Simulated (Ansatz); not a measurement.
```yaml
crystal:
  periodic: [false, false, false]
  atoms:
    - {symbol: C, position_ang: [-0.611483, 1.094531, -1.108181]}
    - {symbol: C, position_ang: [-0.274469, -0.088014, 0.455534]}
    - {symbol: C, position_ang: [0.867240, 0.823644, 1.209494]}
    - {symbol: Si, position_ang: [-0.148304, -1.585153, -0.076289]}
    - {symbol: H, position_ang: [-1.853701, 0.593991, -1.438104]}
    - {symbol: H, position_ang: [-1.202394, 2.308302, -0.486120]}
    - {symbol: H, position_ang: [-0.001009, 1.061931, -1.718224]}
    - {symbol: H, position_ang: [-1.205860, 0.155068, 0.782081]}
    - {symbol: H, position_ang: [1.808307, 0.895182, 0.624666]}
    - {symbol: H, position_ang: [1.170128, 0.072725, 1.834870]}
    - {symbol: H, position_ang: [0.802643, 1.656529, 1.325382]}
    - {symbol: H, position_ang: [0.480053, -2.667780, 1.047793]}
    - {symbol: H, position_ang: [1.263490, -1.417684, -1.251105]}
    - {symbol: H, position_ang: [-0.919408, -2.526072, -1.064947]}
basis:
  gaussian: {orbitals: cc-pVTZ-DK}
total_charge: -2
hamiltonian: {xc: {name: PBE0}}
accuracy: high
scf: {lower_state_search: off}
output: {forces: true}
```

```sh
$ ansatz run in.yaml --threads 4 --pin off --events-out ev --progress --plain --max-ram 10444MiB
```

Output, abridged:

```
Functional definition: PBE0
4805 factors; integrals over basis functions are off by at most 9.0e-9 eV
mean field evaluation 1: about -11143.2734 eV, gradient 3.0e1 eV
mean field evaluation 2: about -11141.4104 eV, gradient 3.8e1 eV
mean field evaluation 4: about -11145.5044 eV, gradient 5.5e0 eV
mean field evaluation 8: about -11145.7796 eV, gradient 9.6e-1 eV
mean field evaluation 16: about -11145.7839 eV, gradient 8.3e-3 eV
mean field evaluation 32: about -11145.7839 eV, gradient 5.8e-6 eV
mean field -11145.78386575 eV, -409.6000021826 hartree, gradient 3.6e-8 eV, S^2 0.000000; 0 other end points of the search recorded, 0 dependent functions left out
reference -11145.78386871 eV, -409.6000022915 hartree; 22, 22 occupied and 242, 242 virtual orbitals, 4805 factors
Total energy: -11145.78386871 eV, -409.6000022915 hartree
Relativity: scalar
Atom 0 at    -0.611483     1.094531    -1.108181 Å, force   -16.598389    -1.342495    13.962687 eV/Å
Atom 1 at    -0.274469    -0.088014     0.455534 Å, force     2.202096    12.756249    -0.896466 eV/Å
Atom 2 at     0.867240     0.823644     1.209494 Å, force     1.828201   -17.471532    -6.116529 eV/Å
Atom 3 at    -0.148304    -1.585153    -0.076289 Å, force     1.894831   -10.009598    -4.461805 eV/Å
Atom 4 at    -1.853701     0.593991    -1.438104 Å, force     3.453018     0.927273     0.359088 eV/Å
Atom 5 at    -1.202394     2.308302    -0.486120 Å, force     1.681070    -1.410315    -0.867883 eV/Å
Atom 6 at    -0.001009     1.061931    -1.718224 Å, force    11.466689    -0.427986   -11.028238 eV/Å
Atom 7 at    -1.205860     0.155068     0.782081 Å, force    -2.383601     0.535762     1.781556 eV/Å
Atom 8 at     1.808307     0.895182     0.624666 Å, force    -0.305689    -0.664655    -0.918433 eV/Å
Atom 9 at     1.170128     0.072725     1.834870 Å, force     0.809417    -0.838343     3.378783 eV/Å
Atom 10 at     0.802643     1.656529     1.325382 Å, force    -2.821565    17.008644     3.894265 eV/Å
Atom 11 at     0.480053    -2.667780     1.047793 Å, force    -0.876803     0.917252    -0.568868 eV/Å
Atom 12 at     1.263490    -1.417684    -1.251105 Å, force    -1.096392     0.056079     1.024866 eV/Å
Atom 13 at    -0.919408    -2.526072    -1.064947 Å, force     0.747118    -0.036336     0.456977 eV/Å
Dipole moment:     0.862964     0.050959     0.717176 e Å
Checks for a lower state left out: stability, starts, cluster_reference, orbital_swaps, neighbouring_geometries, increment
```

Q: What is wrong with this run?

A: The charge is far from anything that the molecule holds. Self-consistency was reached. The result belongs to that input, not to the molecule as meant.
